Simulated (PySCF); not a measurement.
**Polarisability and C₆ of O⁺ (oxygen, charge +1)**

[He] 2s2 2p3, high-spin 4S determinant. All numbers are calculated (PySCF 2.14, the non-relativistic Hamiltonian (point nucleus), in aug-cc-pwCVTZ (7s6p4d2f, 59 functions)). Coupled (time-dependent) response in atomic units; α is the mean over directions.

```json
{"method": "UHF", "mean α (bohr³)": "2.644", "C₆ (like pair)": "5.010", "S(−4)": "5.012"}
{"method": "PBE", "mean α (bohr³)": "2.693", "C₆ (like pair)": "5.339", "S(−4)": "4.308"}
{"method": "PBE0", "mean α (bohr³)": "2.646", "C₆ (like pair)": "5.183", "S(−4)": "4.283"}
{"method": "PBEsol", "mean α (bohr³)": "2.687", "C₆ (like pair)": "5.340", "S(−4)": "4.243"}
{"method": "TPSSh", "mean α (bohr³)": "2.675", "C₆ (like pair)": "5.302", "S(−4)": "4.280"}
```

S(−4) is the Cauchy moment in α(ω) = α(0) + S(−4) ω² + …

α(iu) at PBE0:

| u (hartree) | α(iu) (bohr³) |
| --- | --- |
| 0 | 2.646 |
| 0.0500 | 2.635 |
| 0.100 | 2.604 |
| 0.200 | 2.491 |
| 0.300 | 2.334 |
| 0.500 | 1.983 |
| 0.750 | 1.594 |
| 1.00 | 1.289 |
| 1.50 | 0.8745 |
| 2.00 | 0.6241 |
| 3.00 | 0.3586 |
| 5.00 | 0.1606 |

A single London oscillator, α(iu) = α/(1 + u²/ω²), gives C₆ = (3/4) ω α². Matching the computed C₆ needs ω = 4 × 5.183 / (3 × 2.646²) = 0.987 hartree.

For an ion, C₆ is the dispersion term alone; charge-induced terms of lower order in 1/R come first.
